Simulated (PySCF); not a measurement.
Computed shifts of a molecule C2H9FOSi2, PySCF with PBE/pcSseg-1, GIAO, gas phase, atoms alike by connectivity averaged where their shifts nearly agree, in ppm (number of nuclei): ¹³C: 60.9 (1), -8.2 (1). ²⁹Si: -15.6 (1), -39.9 (1). ¹⁹F: -191.7 (1). ¹H: 5.45 (1), 5.25 (1), 4.56 (1), 4.48 (1), 4.35 (1), 4.19 (1), 0.69 (3). References: ¹³C against TMS (σ = 182.0 ppm); ²⁹Si against TMS (σ = 335.4 ppm); ¹⁷O against H2O (σ = 334.3 ppm); ¹⁹F against CFCl3 (σ = 133.6 ppm); ¹H against TMS (σ = 31.49 ppm), references at their B3LYP-D3(BJ)/def2-TZVP geometries, non-relativistic. The structure is a stationary point at r2SCAN-D4/def2-SVP. Other conformers were not sampled.

### Question
Identify the compound among the candidates.
A) C[SiH2]CO[SiH2]F
B) O[C@H]([SiH3])C[SiH2]F
C) CC[Si@](O)(F)[SiH3]
D) COC[Si@H](F)[SiH3]

### Answer
A, C[SiH2]CO[SiH2]F
